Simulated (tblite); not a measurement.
C5H11F3NP.
Structure used (GFN2-xTB), in Å, numbered top down from 1:
```
atom  x, y, z in Å
C1     3.0191    0.5080   -0.0070
C2     1.5830    0.4672    0.4967
C3     0.6728   -0.2885   -0.4686
P4    -0.9770   -0.5185    0.2640
C5    -2.0096   -1.3842   -0.9922
N6    -0.8365   -1.0040    1.7256
C7    -1.7513    1.2283    0.0371
F8    -1.5922    1.7687   -1.1816
F9    -1.2527    2.1011    0.9180
F10   -3.0762    1.1618    0.2576
H11    3.4234   -0.4978   -0.0965
H12    3.6424    1.0677    0.6849
H13    3.0715    0.9883   -0.9819
H14    1.2127    1.4859    0.6280
H15    1.5390   -0.0296    1.4667
H16    0.5818    0.2280   -1.4290
H17    1.0668   -1.2936   -0.6497
H18   -1.6446   -2.4083   -1.0661
H19   -1.9558   -0.8981   -1.9639
H20   -3.0447   -1.4023   -0.6485
H21   -1.6809   -1.2634    2.2132
```

Computed values, GFN2-xTB/tblite, gas phase, harmonic and unscaled. Errors from tens to a few hundred cm⁻¹ against measured bands are possible. One conformer, not necessarily the lowest.

Harmonic wavenumbers (cm⁻¹): 27.7, 59.4, 67.9, 117.7, 128.8, 139.2, 167.7, 221.5, 225.4, 228.5, 238.8, 278.9, 320.7, 369.0, 390.3, 431.9, 467.0, 470.1, 649.4, 709.0, 736.4, 752.1, 811.3, 831.7, 854.2, 908.3, 945.4, 1001.0, 1042.2, 1062.6, 1083.8, 1104.6, 1110.1, 1202.7, 1210.5, 1238.0, 1266.5, 1307.1, 1340.4, 1413.0, 1415.4, 1419.9, 1426.0, 1483.4, 1501.1, 1501.8, 2929.0, 2937.9, 2986.5, 2988.4, 2998.8, 3004.9, 3015.8, 3032.7, 3037.6, 3051.5, 3419.5.

A = 1481, B = 822.1, C = 703.0 MHz; mass 173.058 u (most abundant isotopes); point group C1, symmetry number 1.

Problem. Zero-point energy?

Solution. Half the sum of the wavenumbers: 34540 cm⁻¹ = 413.20 kJ/mol.

Problem. Entropy at 298.15 K, 1 bar (ideal gas, RRHO, classical rotation)?

Solution. Translation 173.13, rotation 126.81, vibration 182.43: S = 482.4 J/(mol K).

Problem. And Cp and H(298.15 K) − H(0)?

Solution. Cp = 203.39 J/(mol K), of which vibrations give 170.13 (their classical limit is 57 R = 473.9); H(298.15 K) − H(0) = 37.59 kJ/mol without the zero-point energy, 27.67 from vibrations.

Problem. What must be added to the electronic energy to get the Gibbs energy at 298.15 K and 1 bar?

Solution. ZPE + [H(298.15 K) − H(0)] − T·S = 413.20 + 37.59 − 143.82 = 306.97 kJ/mol.

Problem. Which modes carry the vibrational entropy at 298.15 K?

Solution. 27.7 cm⁻¹: 25.05; 59.4 cm⁻¹: 18.73; 67.9 cm⁻¹: 17.63; 117.7 cm⁻¹: 13.13; 128.8 cm⁻¹: 12.40; 139.2 cm⁻¹: 11.78 J/(mol K); the other 51 give 83.71 together.

Hindered rotation and anharmonicity are outside this model. Other conformers, if any are populated, would add a mixing term that is left out. The structure is chiral; the term R ln 2 for an equal mix with its mirror image is left out.
